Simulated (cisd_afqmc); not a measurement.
Input (AFQMC/CISD/def2-TZVPP; cisd_afqmc is a phaseless AFQMC code with CISD trial states that reads the integrals written by Ansatz):

Ansatz 0.2 input:
```python
import cisd_afqmc

open("ham.yaml", "w").write("""\
crystal:
  periodic: [false, false, false]
  atoms:
    - {symbol: Cs, position_ang: [-0.00000000, -0.00000000, -1.65715595]}
    - {symbol: I, position_ang: [0.00000000, 0.00000000, 1.71969014]}
basis:
  gaussian:
    orbitals: def2-TZVPP
magnetization: {spin_polarized: false}
correlation: {method: ccsd, electrons: outside_noble_gas, hamiltonian_folder: ham}
""")
rep = cisd_afqmc.ansatz("ham.yaml")
e_ccsd = rep["correlation"]["coupled_cluster"]["energy"]["hartree"]
out = cisd_afqmc.run("ham", e_ccsd, trial="CISD", walkers=100, populations=8, threads=8, dt=0.005, steps=40, early=36, settle=10, least=32,
    cut=5e-5, rank_cut=2e-4, target=0.0004, seconds=1500, seed=1, memory=17280, gpu=False)
```

Output:

```
orbitals 73, occupied [4], factors 406 of 702, rank of the doubles 80 of 276
E(HF) = -316.615278
E(CCSD) on the cut factors = -316.773265, shift to the whole factors -0.000005
Energy of the trial state on the determinant = -316.773256
  tau behind 10.8 of longer steps, mean of the populations' last blocks
   2.0  -316.77926
   4.0  -316.77949
   6.0  -316.77984
   8.0  -316.77943
blocks 312 (0 outliers left out), error by blocks joined: 1: 0.00009, 2: 0.00013, 4: 0.00016, 8: 0.00019, 16: 0.00023
E(AFQMC/CISD) = -316.77951 +/- 0.00023
```

The error still grows at the longest joins of blocks, or few joins were possible, so the printed bar may be too narrow.
